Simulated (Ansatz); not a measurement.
`O[SiH](O)[SiH2]`, charge 0, multiplicity 2.

Question: Give a relaxed structure at PBE0-D4/def2-TZVP (Ansatz 0.2.0). (Best estimate.)

Answer: The calculation gave: 
Cartesian coordinates in Å:
```
O 1.4766 0.4058 0.9579
Si -0.0324 0.3305 0.3075
O -1.1868 -0.2163 1.3442
Si 0.0993 -1.2674 -1.3661
H 1.7349 1.2135 1.4041
H -0.4171 1.7127 -0.1149
H -1.6448 0.4269 1.8868
H -1.1908 -1.5781 -2.0391
H 1.1610 -1.0275 -2.3804
```
Point group Cs.
This is one stationary point; other conformers may exist.
